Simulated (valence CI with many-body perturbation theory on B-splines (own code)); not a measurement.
## Forbidden lines of Gd³²⁺

Method: valence CI with perturbative core correlation (CI+MBPT): four valence electrons over a frozen Dirac-Fock core [Ar] 3d10, radial functions for each j: 11 s, 11 p, 9 d, 7 f, 5 g, 2 h, 1 i, with the one-electron correlation potential Σ1 (screened to all orders), the two-electron term Σ2, the three-electron term Σ3, Breit, model QED; selected single and double excitations, second order for the rest (own B-spline code, finite nucleus).

The last digits are not significant, and no measured levels were compared; by estimate large intervals hold to a few tenths of a per cent, small ones and those within an open d or f shell to about a per cent.

Lines 1 to 11 of 11 in falling wavelength, among levels below 314.83 eV, chosen from the decays that carry over 1 % of a level's rate. Wavelengths and rates use the calculated energies. Electric multipoles are in the length gauge, E1 and E2 with the static RPA response of the core. Weak lines are less certain than strong ones. Lines between different terms over intervals too small for the method are left out, as are lines whose strength nearly cancels.

Levels are named by their leading jj configuration (3d3/2^4 stands for four electrons in 3d with j = 3/2), which in mixed levels can hold well under half, so a name can repeat and another be missing.

| λ vac (Å) | Upper | Lower | Type | A (s⁻¹) | Branch % |
| --- | --- | --- | --- | --- | --- |
| 3652 | (4s^2 4p1/2 4p3/2) J=2 | (4s^2 4p1/2 4p3/2) J=1 | M1 | 1.09e+02 | 1.7 |
| 345.9 | (4s^2 4p3/2 4d5/2) J=4 | (4s^2 4p1/2 4d5/2) J=3 | M1 | 3.27e+05 | 86.3 |
| 309.9 | (4s^2 4p1/2 4p3/2) J=1 | (4s^2 4p1/2^2) J=0 | M1 | 4.37e+05 | 100.0 |
| 291.3 | (4s^2 4p3/2^2) J=2 | (4s^2 4p1/2 4p3/2) J=2 | M1 | 3.87e+05 | 47.1 |
| 291.3 | (4s^2 4p3/2^2) J=2 | (4s^2 4p1/2 4p3/2) J=2 | E2 | 1.22e+04 | 1.5 |
| 285.7 | (4s^2 4p1/2 4p3/2) J=2 | (4s^2 4p1/2^2) J=0 | E2 | 6.46e+03 | 98.3 |
| 269.7 | (4s^2 4p3/2^2) J=2 | (4s^2 4p1/2 4p3/2) J=1 | M1 | 4.15e+05 | 50.6 |
| 247.4 | (4s^2 4p3/2^2) J=0 | (4s^2 4p1/2 4p3/2) J=2 | E2 | 3.59e+04 | 3.0 |
| 231.7 | (4s^2 4p3/2^2) J=0 | (4s^2 4p1/2 4p3/2) J=1 | M1 | 1.16e+06 | 97.0 |
| 215.2 | (4s^2 4p3/2 4d5/2) J=4 | (4s 4p1/2 4p3/2^2) J=3 | M1 | 3.07e+04 | 8.1 |
| 122.7 | (4s^2 4p3/2 4d5/2) J=4 | (4s 4p1/2^2 4p3/2) J=2 | E2 | 1.11e+04 | 2.9 |
